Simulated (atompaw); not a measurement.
Ranking PAW (atompaw) potentials for potassium (K)

All share these settings but for the change named:

atompaw 4.2.0.5 input, output lines left out:

```
K 19
GGA-PBESOL scalarrelativistic loggrid 1500 logderivrange -5 5 251
4 4 0 0 0 0
4 0 1
4 1 0
0 0 0
c
c
v
v
c
v
v
2
2.50 2.10 1.70 2.05
n
n
y
0.3
y
1.2
n
custom polynom2 7 10 vanderbiltortho sinc
bessel
1.35
2.50
2.25
2.50
1.95
2.50
```

Cutoff: the first of the cutoffs (Ry, on a coarse ladder) from which the occupation-weighted sum of valence levels, in a spherical-Bessel basis at the reference potential, stays within 10 and 1 mRy of its value at 400 Ry; the density cutoff is not measured.

The base gives 18 Ry.

Of 9 variants that were run, those that failed, showed a ghost or another fault, or gave nearly equal values are left out.

A variant can come out equal or close to the base.

(1) Rank these variants from softest to hardest (loose cutoff).
A. all radii scaled by about 0.94 (s 1.28, p 2.12, d 1.84 bohr); local potential bessel scheme, radius 1.60 bohr; augmentation sinc compensation charge, radius 1.98 bohr; PAW radius 2.36 bohr; waves and projectors: custom polynom2 7 10 vanderbiltortho; core correction smooth core density matched at 1.94 bohr
B. all radii scaled by about 1.17 (s 1.58, p 2.64, d 2.28 bohr); local potential bessel scheme, radius 2.00 bohr; augmentation sinc compensation charge, radius 2.46 bohr; PAW radius 2.92 bohr; waves and projectors: custom polynom2 7 10 vanderbiltortho; core correction smooth core density matched at 2.40 bohr
C. all radii scaled by about 1.23 (s 1.66, p 2.76, d 2.38 bohr); local potential bessel scheme, radius 2.08 bohr; augmentation sinc compensation charge, radius 2.58 bohr; PAW radius 3.06 bohr; waves and projectors: custom polynom2 7 10 vanderbiltortho; core correction smooth core density matched at 2.52 bohr

Results:

(1) A (18 Ry), C (21 Ry), B (25 Ry).
